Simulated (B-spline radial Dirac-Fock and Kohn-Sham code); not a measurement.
**Relativistic shifts of the levels of Os¹⁴⁺**

System: the Os¹⁴⁺ ion, configuration 1s2 2s2 2p6 3s2 3p6 3d10 4s2 4p6 4d10 4f14 5s2.

Both columns are ΔSCF binding energies of the configuration average from a radial atomic solver: non-relativistic Hartree-Fock with a point nucleus, and Dirac-Fock with a finite nucleus and the Coulomb interaction alone, averaged over the two j levels with weights 2j+1.

```
shell  Hartree-Fock (eV)  Dirac-Fock (eV)  shift (eV)  shift (%)
   1s            68169.6          74552.1    +6382.44      +9.36
   2s            11616.3          13319.8    +1703.55     +14.67
   2p            11138.5          11710.3     +571.79      +5.13
   3s             2933.0           3358.1     +425.13     +14.49
   3p             2709.7           2871.5     +161.75      +5.97
   3d             2299.0           2284.1      -14.88      -0.65
   4s              843.4            951.2     +107.81     +12.78
   4p              747.2            787.3      +40.14      +5.37
   4d              573.4            571.3       -2.09      -0.36
   4f              341.2            332.1       -9.07      -2.66
   5s              317.1            342.4      +25.30      +7.98
```

Relativity binds 1s, 2s, 2p, 3s, 3p, 4s, 4p, 5s more strongly, among those listed most of all 2s in relative terms, and 3d, 4d, 4f more weakly, because the contracted s and p shells screen the nucleus better.

Values without a named source are computed, but for edge energies of neutral atoms, which are taken from tables.
